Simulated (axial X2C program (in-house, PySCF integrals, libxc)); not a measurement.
**Testing model relations on AsSe⁺**

A bond curve at the PBE0 level, two-component, was computed with an in-house all-electron X2C program for linear molecules (integrals from PySCF) (basis Se dyall-v3z [8s9p6d1f], As dyall-v3z [9s9p6d1f] (cores contracted in-house)) for the state Ω = 0 (closed shell). Its fit gives Re = 2.0598 Å, ωe = 479.7 cm⁻¹, ωexe = 0.864 cm⁻¹ and αe = 2.663e-04 cm⁻¹; the masses are 79.9165 and 74.9216 u. Two-component means X2C with spin–orbit coupling and atomic mean-field Coulomb and Gaunt terms.

Task: Find the reduced mass, Be and the force constant.

Result: From the PBE0 values: μ = 38.6692 u. Be = 16.8576/(μ Re²) = 0.1027 cm⁻¹. k = 5.8918×10⁻⁷ μ ωe² = 5.24 mdyn/Å.

Task: Estimate De from a Morse curve and compare with the computed well depth of 5.239 eV to Se+ + As.

Result: De(Morse) = ωe²/(4ωexe) = 8.255 eV against 5.239 eV computed, a ratio of 1.58. The extrapolation overshoots: the well softens faster than a Morse curve, or the lowest atomic limit lies below the one to which the curve heads.

Task: A Morse curve ties αe to the other constants (Pekeris). How well does that hold?

Result: αe(Morse) = 6Be²/ωe × (√(ωexe/Be) − 1) = 2.509e-04 cm⁻¹; the PBE0 curve gives 2.663e-04 cm⁻¹, a ratio of 0.94.

Task: Estimate the centrifugal constant by the Kratzer relation.

Result: D = 4Be³/ωe² = 1.89e-08 cm⁻¹.

Task: Give B0, the J = 1←0 line in GHz and the most populated J at 300 K (kT = 208.5 cm⁻¹).

Result: B0 = Be − αe/2 = 0.1026 cm⁻¹; 2B0 = 6.153 GHz; J(max) ≈ √(kT/2B0) − 1/2 = 31.4, so J = 31.

One determinant describes the state; a PBE0 search over occupations chose it and may have missed a lower one. Dissociation energies refer to the lowest single-determinant-based atoms at the same level and basis.
